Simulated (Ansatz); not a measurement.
CF2 (SMILES F[C]F) moved off its minimum; all values from Ansatz (a program for electronic structure), cores frozen in correlated methods. Open shells are unrestricted.
(charge 0, multiplicity 3)
```xyz
3

F     -1.10696    -0.25029     0.11050
C      0.00368     0.45066     0.05728
F      1.24025    -0.08041    -0.07082
```

Give the forces (eV/Å), the total energy and the dipole at CCSD(T)/aug-cc-pVTZ.


```csv
atom,Fx,Fy,Fz
F1,0.338,-0.390,-0.048
C2,1.050,0.336,-0.067
F3,-1.388,0.054,0.115
```
Energy -237.3465 hartree, dipole 0.39 D.
